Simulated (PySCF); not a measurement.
Species: (Cl2Al-mu-Cl)2.
Structure used (PBE0-D3(BJ)/def2-SVP), in Å, numbered top down from 1:
```xyz
8
Al2Cl6 angstrom
Al     0.2341    1.5701   -0.0688
Cl     2.1174    2.2851   -0.5904
Cl    -1.3914    2.7992    0.3567
Cl     0.4417   -0.0114    1.5587
Al    -0.1980   -1.5901    0.0481
Cl    -2.0849   -2.2939    0.5744
Cl     1.4154   -2.8342   -0.3809
Cl    -0.3960   -0.0105   -1.5815
```

A calculation gives these core lines: Al 1s: 1569.79 eV; Cl 1s: 2828.99 (area 4), 2830.39 (area 2) eV; Cl 2p3/2: 206.40 (area 4), 207.77 (area 2) eV.

Theory: PySCF 2.14.0, delta-SCF UKS SCAN, pcX-2 on the ionised atom, pcseg-1 elsewhere, spin-free X2C. One conformer (not necessarily the lowest) at the PBE0-D3(BJ)/def2-SVP geometry, without solvent, vibrations or thermal averaging.

Assign the Cl 1s lines to atoms.

2828.99 eV: Cl2/Cl3/Cl6/Cl7 (chlorine bonded to Al); 2830.39 eV: Cl4/Cl8 (chlorine bonded to 2 Al). The listed Cl 1s values span 1.40 eV, from Cl2/Cl3/Cl6/Cl7 (bonded to Al) to Cl4/Cl8 (bonded to 2 Al).

Assign the Cl 2p3/2 lines to atoms.

206.40 eV: Cl2/Cl3/Cl6/Cl7 (chlorine bonded to Al); 207.77 eV: Cl4/Cl8 (chlorine bonded to 2 Al). Lowest listed Cl 2p3/2: Cl2/Cl3/Cl6/Cl7, bonded to Al. Highest, 1.37 eV above it: Cl4/Cl8, bonded to 2 Al.

Bonded neighbours of each site: Al1/Al5: 4 Cl; Cl2/Cl3/Cl6/Cl7: Al; Cl4/Cl8: 2 Al.

Which effective nuclear charge Zeff reproduces each element's mean 1s value in the hydrogen-like formula E = 13.606 eV × Zeff²?

Al (Z = 13): mean 1569.8 eV, Zeff = 10.74, Z − Zeff = 2.26; Cl (Z = 17): mean 2829.5 eV, Zeff = 14.42, Z − Zeff = 2.58. Means run over the listed sites, weighted by atom count.

The first atom of each set that the bonding makes equivalent was ionised and stands for the set. Spin–orbit coupling isn't in the SCF: each 2p doublet comes from a relaxed spin-free hole plus a matrix of the shell (mean-field spin–orbit coupling and the ground-state 2p splitting), with 2p3/2 averaged over its two sublevels. 2p1/2 minus 2p3/2 (ligand field included): Cl 1.65 eV.
